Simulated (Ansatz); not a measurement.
Sc₃⁺. The state is a triplet with charge 1. Geometry r2SCAN-D4/def2-TZVP.

```xyz
3

Sc    0.0383   -0.9679   -1.2622
Sc    0.4557    1.5308   -0.1573
Sc   -0.4940   -0.5628    1.4195
```

HSE06 is defined as in plane-wave codes, on full-range PBE exchange. At HF/STO-3G, PBE-D4/def2-TZVP, revPBE-D4/def2-TZVP, HSE06-D4/def2-TZVP the charge 1 triplet is spin-contaminated (final ⟨S²⟩ up to 3.30, 2.00 for a pure state). At LDA (SPW92)/def2-TZVP the gap within one spin of the charge 1 triplet nearly closes, so an electron or hole may be smeared out by delocalisation error. The geometry of the triplet was relaxed on an unsound state (⟨S²⟩ 3.61, where a pure state has 2.00). The structure comes from a short search, and lower isomers may exist.

Q: Estimate the α-spin orbital energies around the gap (eV) in Ansatz with HF/STO-3G, LDA (SPW92)/def2-TZVP, PBE-D4/def2-TZVP, revPBE-D4/def2-TZVP, HSE06-D4/def2-TZVP.

A: 
```tsv
orbital	HF/STO-3G	LDA (SPW92)/def2-TZVP	PBE-D4/def2-TZVP	revPBE-D4/def2-TZVP	HSE06-D4/def2-TZVP
HOMO−9	-50.39	-36.01	-36.00	-35.95	-38.85
HOMO−8	-50.38	-35.88	-35.94	-35.87	-38.70
HOMO−7	-50.26	-35.80	-35.80	-35.73	-38.36
HOMO−6	-50.22	-35.37	-35.51	-35.48	-38.19
HOMO−5	-50.21	-35.31	-35.39	-35.36	-37.83
HOMO−4	-16.39	-9.15	-9.04	-8.97	-9.72
HOMO−3	-10.65	-7.75	-7.71	-7.65	-8.10
HOMO−2	-10.61	-7.71	-7.64	-7.57	-8.09
HOMO−1	-10.15	-7.61	-7.46	-7.38	-7.92
HOMO	-8.73	-7.53	-7.28	-7.20	-7.67
LUMO	-0.70	-7.02	-6.81	-6.69	-6.04
LUMO+1	-0.65	-6.98	-6.72	-6.57	-5.94
LUMO+2	-0.20	-6.92	-6.55	-6.38	-5.90
LUMO+3	-0.19	-6.47	-6.30	-6.19	-5.75
LUMO+4	-0.13	-6.44	-6.18	-6.03	-5.56
LUMO+5	1.45	-6.10	-5.87	-5.75	-5.41
β HOMO	-9.23	-7.21	-7.10	-7.03	-7.63
β LUMO	-0.79	-7.06	-6.72	-6.56	-6.27
```
